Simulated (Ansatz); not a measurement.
These are frozen-core CCSD(T)/cc-pVTZ // B3LYP-D3(BJ)/def2-TZVP in Ansatz (an electronic-structure program) values and carry that method's errors.

Ansatz 0.2 input:
```yaml
crystal:
  periodic: [false, false, false]
  atoms:
    - { symbol: C, position_ang: [-1.410186, -1.361535, 0.283854] }
    - { symbol: Al, position_ang: [-0.024147, -0.003042, -0.001874] }
    - { symbol: C, position_ang: [1.866576, -0.481267, 0.215447] }
    - { symbol: C, position_ang: [-0.484642, 1.837865, -0.500972] }
    - { symbol: H, position_ang: [-1.291086, -2.191874, -0.420456] }
    - { symbol: H, position_ang: [-2.425779, -0.976216, 0.172123] }
    - { symbol: H, position_ang: [-1.327958, -1.800797, 1.283583] }
    - { symbol: H, position_ang: [2.459473, -0.176988, -0.652806] }
    - { symbol: H, position_ang: [2.300791, 0.039435, 1.075998] }
    - { symbol: H, position_ang: [2.02366, -1.55121, 0.369204] }
    - { symbol: H, position_ang: [-1.561146, 2.018962, -0.53321] }
    - { symbol: H, position_ang: [-0.078661, 2.086993, -1.48729] }
    - { symbol: H, position_ang: [-0.045779, 2.5587, 0.19654] }
basis:
  gaussian: { orbitals: cc-pVTZ }
correlation:
  method: ccsd_t
```

Output:

```
Functional definition: HF
1390 factors; integrals over basis functions are off by at most 1.1e-3 eV
mean field evaluation 1: about -9814.3779 eV, gradient 4.1e1 eV
mean field evaluation 2: about -9814.4653 eV, gradient 4.1e1 eV
mean field evaluation 4: about -9818.6099 eV, gradient 2.9e0 eV
mean field evaluation 8: about -9818.6554 eV, gradient 6.9e-2 eV
mean field evaluation 16: about -9817.8591 eV, gradient 1.6e1 eV
mean field -9818.65546766 eV, -360.8289331127 hartree, gradient 2.8e-6 eV, S^2 0.000000; 0 other end points of the search recorded, 0 dependent functions left out
8 core orbitals not correlated
reference -9818.65546766 eV, -360.8289331127 hartree; 12, 12 occupied and 230, 230 virtual orbitals, 1390 factors
second order -17.00813535 eV of doubles, -0.00000000 eV of singles
cycle   1  -17.92948545 eV  change   -9.2e-1 eV  update   7.7e-2
cycle   2  -18.34465144 eV  change   -4.2e-1 eV  update   2.3e-2
cycle   3  -18.39671098 eV  change   -5.2e-2 eV  update   7.9e-3
cycle   4  -18.39506044 eV  change    1.7e-3 eV  update   2.0e-3
cycle   5  -18.39482183 eV  change    2.4e-4 eV  update   6.2e-4
cycle   6  -18.39467532 eV  change    1.5e-4 eV  update   1.8e-4
cycle   7  -18.39465003 eV  change    2.5e-5 eV  update   5.0e-5
cycle   8  -18.39465911 eV  change   -9.1e-6 eV  update   1.8e-5
perturbative correction -0.68060795 eV, -0.0250118807 hartree
Total energy: -9837.73073471 eV, -361.5299362473 hartree
```

Cost: roughly 6 core-minutes.
